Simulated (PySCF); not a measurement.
This quintet is an excited state, 0.21 eV above the relaxed singlet at the level B3LYP-D3(BJ)/def2-TZVP // r2SCAN-D4/def2-SVP (PySCF).

Cartesian coordinates (Å):
```xyz
20

Co     0.0746     0.0169    -0.0279
O      1.2143    -1.6610     0.0992
H      0.8533    -2.5714     0.0517
H      2.1881    -1.7659     0.1389
O      0.9395     0.4636    -1.7805
H      1.5973    -0.0812    -2.2647
H      0.7020     1.2037    -2.3803
O     -1.1118     1.6576    -0.2023
H     -2.0834     1.6173    -0.3283
H     -0.8784     2.6081    -0.2583
O     -1.3569    -1.0778    -1.0507
H     -2.1057    -1.5708    -0.6576
H     -1.4234    -1.2114    -2.0183
O     -0.9023    -0.5151     1.6608
H     -0.6759    -1.2618     2.2557
H     -1.5747     0.0163     2.1386
N      1.4682     1.1001     1.1386
H      1.9673     0.5070     1.8194
H      1.0271     1.8442     1.7007
H      2.1955     1.5607     0.5689
```
Charge +3, spin multiplicity 5.

Problem. What is the computed charge on the central atom (meta-Löwdin), total energy, spin population on the central atom (Mulliken), highest occupied spin orbital and charge on the central atom (Mulliken) (PySCF with TPSSh-D3(BJ)/def2-TZVP // r2SCAN-D4/def2-SVP)?

Solution. 
```
Property                                                Value
----------------------------------------------  -------------
charge on the central atom (meta-Löwdin)               1.62 e
total energy                                    -1820.6240 Ha
spin population on the central atom (Mulliken)           3.19
highest occupied spin orbital                       -21.85 eV
charge on the central atom (Mulliken)                  0.78 e
```
